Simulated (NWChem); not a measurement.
Program: NWChem. System: C$_{5}$H$_{5}$, charge 1, spin multiplicity 3, at the geometry of a parent with another charge or spin, in a state set for the comparison that need not be this species' ground state. Its SCF solution wasn't tested for a lower state. Level: UHF/def2-TZVP.

Job file:

```
start mol
memory heap 200 mb stack 900 mb global 1100 mb
charge 1
geometry units angstroms nocenter noautoz noautosym
  C      1.035189     0.689771     0.000000
  C      1.109131    -0.657762     0.000000
  C     -0.289601    -1.145445     0.000000
  C     -1.155796    -0.091837     0.000000
  C     -0.366200     1.201702     0.000000
  H      2.003872    -1.295172     0.000000
  H     -0.567688    -2.210373     0.000000
  H     -2.253855    -0.139713     0.000000
  H     -0.589332     1.833342     0.889603
  H     -0.589332     1.833342    -0.889603
end
basis spherical
  * library def2-tzvp
end
scf
  uhf
  nopen 2
  maxiter 100
  thresh 1e-7
  semidirect memsize 60000000 filesize 0
  # guess.movecs holds the orbitals of an unrestricted PBE0 run
  vectors input guess.movecs output mol.movecs
end
task scf energy
```

Output (cleaned and shortened):

```
             Northwest Computational Chemistry Package (NWChem) 7.3.0
             --------------------------------------------------------

                                NWChem Input Module
                                -------------------

 Scaling coordinates for geometry "geometry" by  1.889725989
 (inverse scale =  0.529177249)

                             Geometry "geometry" -> ""
                             -------------------------

 Output coordinates in angstroms (scale by  1.889725989 to convert to a.u.)

  No.       Tag          Charge          X              Y              Z
 ---- ---------------- ---------- -------------- -------------- --------------
    1 C                    6.0000     1.03518900     0.68977100     0.00000000
    2 C                    6.0000     1.10913100    -0.65776200     0.00000000
    3 C                    6.0000    -0.28960100    -1.14544500     0.00000000
    4 C                    6.0000    -1.15579600    -0.09183700     0.00000000
    5 C                    6.0000    -0.36620000     1.20170200     0.00000000
    6 H                    1.0000     2.00387200    -1.29517200     0.00000000
    7 H                    1.0000    -0.56768800    -2.21037300     0.00000000
    8 H                    1.0000    -2.25385500    -0.13971300     0.00000000
    9 H                    1.0000    -0.58933200     1.83334200     0.88960300
   10 H                    1.0000    -0.58933200     1.83334200    -0.88960300

 Effective nuclear repulsion energy (a.u.)     147.2028884717

            Nuclear Dipole moment (a.u.)
            ----------------------------
        X                 Y               Z
 ---------------- ---------------- ----------------
     0.0000056692     0.0000000000     0.0000000000


 Summary of "ao basis" -> "" (spherical)
 ------------------------------------------------------------------------------
       Tag                 Description            Shells   Functions and Types
 ---------------- ------------------------------  ------  ---------------------
 *                         def2-tzvp                  on all atoms
[...]
    7 H    1     0.77   0.25  0.45  0.04  0.02
    8 H    1     0.76   0.25  0.45  0.04  0.02
    9 H    1     0.80   0.25  0.46  0.07  0.02
   10 H    1     0.80   0.25  0.46  0.07  0.02

  Mulliken analysis of the alpha density
  --------------------------------------

    Atom       Charge   Shell Charges
 -----------   ------   -------------------------------------------------------
    1 C    6     3.74   0.43  0.56  0.32  0.37  0.09  0.84  0.93  0.16  0.01  0.04  0.00
    2 C    6     2.94   0.43  0.56  0.25  0.29  0.05  0.58  0.61  0.10  0.01  0.05  0.01
    3 C    6     3.02   0.43  0.56  0.26  0.30  0.03  0.61  0.65  0.12  0.01  0.04  0.00
    4 C    6     3.36   0.43  0.56  0.27  0.33  0.07  0.70  0.78  0.17  0.01  0.04  0.00
    5 C    6     2.98   0.43  0.56  0.23  0.34 -0.03  0.61  0.67  0.11  0.01  0.05  0.00
    6 H    1     0.39   0.13  0.23  0.02  0.01
    7 H    1     0.38   0.13  0.23  0.02  0.01
    8 H    1     0.36   0.12  0.21  0.01  0.01
    9 H    1     0.41   0.13  0.24  0.04  0.01
   10 H    1     0.41   0.13  0.24  0.04  0.01

   Mulliken analysis of the beta density
   -------------------------------------

    Atom       Charge   Shell Charges
 -----------   ------   -------------------------------------------------------
    1 C    6     2.12   0.43  0.56  0.22  0.24  0.05  0.29  0.27  0.02  0.01  0.04  0.00
    2 C    6     3.11   0.43  0.56  0.26  0.31  0.04  0.62  0.69  0.16  0.01  0.03  0.00
    3 C    6     3.01   0.43  0.56  0.25  0.30  0.04  0.59  0.64  0.15  0.01  0.04  0.00
    4 C    6     2.67   0.43  0.56  0.25  0.29  0.05  0.49  0.48  0.08  0.01  0.04  0.00
    5 C    6     3.14   0.43  0.56  0.23  0.36 -0.02  0.64  0.73  0.16  0.01  0.03  0.00
    6 H    1     0.38   0.12  0.22  0.02  0.01
    7 H    1     0.38   0.13  0.23  0.02  0.01
    8 H    1     0.40   0.13  0.24  0.02  0.01
    9 H    1     0.39   0.12  0.23  0.03  0.01
   10 H    1     0.39   0.12  0.23  0.03  0.01

   Mulliken analysis of the spin density
   -------------------------------------

    Atom       Charge   Shell Charges
 -----------   ------   -------------------------------------------------------
    1 C    6     1.61   0.00 -0.01  0.10  0.13  0.03  0.55  0.66  0.15 -0.00  0.00 -0.00
    2 C    6    -0.17  -0.00  0.00 -0.00 -0.02  0.01 -0.03 -0.08 -0.06  0.00  0.02  0.00
    3 C    6     0.01   0.00 -0.00  0.00  0.00 -0.01  0.02  0.01 -0.02  0.00  0.01  0.00
    4 C    6     0.69   0.00 -0.00  0.02  0.03  0.02  0.21  0.30  0.10 -0.00  0.01 -0.00
    5 C    6    -0.16  -0.00  0.00 -0.00 -0.02 -0.02 -0.03 -0.07 -0.05  0.00  0.02  0.00
    6 H    1     0.01   0.00  0.01  0.00 -0.00
    7 H    1     0.00   0.00  0.00 -0.00  0.00
    8 H    1    -0.03  -0.01 -0.02 -0.01  0.00
    9 H    1     0.02   0.00  0.01  0.00 -0.00
   10 H    1     0.02   0.00  0.01  0.00 -0.00

       Multipole analysis of the density wrt the origin
       ------------------------------------------------

     L   x y z        total         alpha         beta         nuclear
     -   - - -        -----         -----         ----         -------
     0   0 0 0      1.000000    -18.000000    -16.000000     35.000000

     1   1 0 0     -0.283293     -1.220134      0.936836      0.000006
     1   0 1 0     -0.293126     -1.286394      0.993268      0.000000
     1   0 0 1      0.000000      0.000000      0.000000      0.000000

     2   2 0 0    -13.601362    -72.475044    -59.849922    118.723604
     2   1 1 0     -1.369366      1.740722      8.648504    -11.758593
     2   1 0 1     -0.000000     -0.000000     -0.000000      0.000000
     2   0 2 0    -13.714077    -72.436080    -67.490230    126.212233
     2   0 1 1      0.000000      0.000000      0.000000      0.000000
     2   0 0 2    -20.644110    -14.491035    -11.805309      5.652234

 Task  times  cpu:      134.6s     wall:      134.6s

 Total times  cpu:      134.7s     wall:      134.7s
```
